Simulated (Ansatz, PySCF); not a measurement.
OsO₄, SMILES [O]=[Os](=[O])(=[O])=[O], multiplicity 1. Atoms are numbered in the order given.

```xyz
5

Os     0.0000     0.0000     0.0000
O     -0.9851     0.9851    -0.9851
O      0.9851     0.9851     0.9851
O      0.9851    -0.9851    -0.9851
O     -0.9851    -0.9851     0.9851
```
Charge 0, spin multiplicity 1.

The structure is a stationary point at B3LYP-D3(BJ)/def2-SVP. The spin state was assumed, not searched. The isomer is the one that the SMILES or the coordinates give; other isomers of the formula were not compared. The def2 effective core potentials stand for the cores of Os; spin–orbit coupling is left out.

Two levels are set side by side: PBE-D3(BJ)/def2-SVP (Ansatz, a quantum-chemistry and plane-wave program) and B3LYP-D3(BJ)/def2-SVP (Ansatz). Each level has its own optimised geometry; the coordinates shown are those of the second. Frequencies come from the Hessian of PySCF at each geometry. Differences are taken from unrounded values.

```json
[
 {"quantity": "mean bond length (Å)", "B3LYP-D3(BJ)": "1.706", "PBE-D3(BJ)": "1.720", "PBE-D3(BJ) minus B3LYP-D3(BJ)": "0.014"},
 {"quantity": "bond Os1–O2 (Å)", "B3LYP-D3(BJ)": "1.706", "PBE-D3(BJ)": "1.720", "PBE-D3(BJ) minus B3LYP-D3(BJ)": "0.014"},
 {"quantity": "bond Os1–O3 (Å)", "B3LYP-D3(BJ)": "1.706", "PBE-D3(BJ)": "1.720", "PBE-D3(BJ) minus B3LYP-D3(BJ)": "0.014"},
 {"quantity": "bond Os1–O4 (Å)", "B3LYP-D3(BJ)": "1.706", "PBE-D3(BJ)": "1.720", "PBE-D3(BJ) minus B3LYP-D3(BJ)": "0.014"},
 {"quantity": "bond Os1–O5 (Å)", "B3LYP-D3(BJ)": "1.706", "PBE-D3(BJ)": "1.720", "PBE-D3(BJ) minus B3LYP-D3(BJ)": "0.014"},
 {"quantity": "highest harmonic wavenumber (cm⁻¹)", "B3LYP-D3(BJ)": "1012", "PBE-D3(BJ)": "967", "PBE-D3(BJ) minus B3LYP-D3(BJ)": "-46"},
 {"quantity": "mean harmonic wavenumber (cm⁻¹)", "B3LYP-D3(BJ)": "631", "PBE-D3(BJ)": "606", "PBE-D3(BJ) minus B3LYP-D3(BJ)": "-25"},
 {"quantity": "zero-point energy (kcal/mol)", "B3LYP-D3(BJ)": "8.12", "PBE-D3(BJ)": "7.80", "PBE-D3(BJ) minus B3LYP-D3(BJ)": "-0.32"}
]
```

Exact exchange shortens and stiffens bonds; PBE has none. Differences between two approximate levels are no errors against the true value.
